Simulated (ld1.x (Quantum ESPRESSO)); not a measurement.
# W (Z = 74): one change to a TM potential, before and after

ld1.x (Quantum ESPRESSO) 7.5 input, shortened:

```
&input
   title='W', zed=74., rel=2, dft='PBE', iswitch=3,
   config='[Xe] 4f14 5d4 6s2 6p0', rel_dist='average'
 /
 &inputp
   pseudotype=2, tm=.true., lloc=-2, rcloc=2.40,
   nlcc=.true.
 /
3
6S  1  0   2.00   0.00  1.95  1.95  0.0
6P  2  1   0.00   0.00  2.55  2.55  0.0
5D  3  2   4.00   0.00  1.95  1.95  0.0
 &test
   configts(1)='5d4 6s2 6p0'
 /
```

Open shells are filled in proportion to 2j + 1 (rel_dist='average').

All-electron outer shells of the reference configuration (PBE, scalar-relativistic, ld1.x):

```csv
shell,level (eV),outermost node (bohr),outermost maximum (bohr)
5p,-43.20,0.57,1.09
4f,-33.21,–,0.43
6s,-5.71,1.28,2.67
5d,-4.48,0.63,1.49
6p,-1.36,1.54,3.75
```

Change: all radii but the core radius scaled by about 0.82 (s 1.60, p 2.08, d 1.60 bohr); local potential all-electron potential smoothed inside 1.96 bohr (lloc = -2).

Cutoffs: the cutoffs (Ry, on a coarse ladder) from which the occupation-weighted sum of valence levels, in a spherical-Bessel basis at the reference potential, stays within 10 and 1 mRy of its value at 400 Ry; they do not see the model core or the augmentation charge, which bear on the density cutoff. Errors are all-electron minus pseudo energies relative to the spin-unpolarised reference configuration.

Problem. Predict the effect on cutoff, ghosts and configuration errors.

Solution. The potential gets harder (30 Ry and 60 Ry → 100 Ry and 230 Ry); a bound ghost appears in p, s, which as a rule spoils a file; the number of tests that count goes from 7 to 6; of the 6 tests that both files solve, the error grows in 5 and shrinks in 0 by more than 15 % and 0.3 meV (median size 12.7 → 34.9 meV). A smaller radius makes the pseudo-wave follow the all-electron one further in, where it bends more sharply, so more plane waves are needed. That the errors move this way runs against the usual rule that smaller radii transfer better.

| quantity | base | changed |
| --- | --- | --- |
| cutoff, loose | 30 Ry | 100 Ry |
| cutoff, tight | 60 Ry | 230 Ry |
| loose cutoff by channel (10 mRy a level) | s 18 Ry, d 25 Ry | s 90 Ry, d 25 Ry |
| bound ghosts | none | p1/2, s, p3/2 |
| tests counted (converged, no solver errors) | 7 of 7 | 6 of 7 |
| error for 5d4 6s1 6p0, meV [ΔE 8.89 eV] | -1.7 | +10.0 |
| error for 5d4 6s0 6p0, meV [ΔE 24.57 eV] | -24 | -45 |
| error for 5d3 6s0 6p0, meV [ΔE 49.94 eV] | -176 | -221 |
| error for 5d4 6s0 6p2, meV [ΔE 9.18 eV] | +1.2 | +25 |
| error for 5d5 6s0 6p0, meV [ΔE 9.70 eV] | -60 | -60 |
| error for 5d4 6s1.5 6p0, meV [ΔE 3.64 eV] | -0.3 | +2.2 |

Changed file: Tests not counted: 5d5 6s1 6p0 (solver errors, printed error -188 eV). These tests converged, but a pseudo level misses the all-electron one widely, so the file describes the atom poorly there or has found another state: 5d3 6s0 6p0: empty 6s by 5.4 eV. A true bound ghost makes a file unfit for plane-wave use even where its test errors are small: the radial tests pick states by their node count and pass the ghost by. Where a test does run into it, the solver fails or the error is huge.
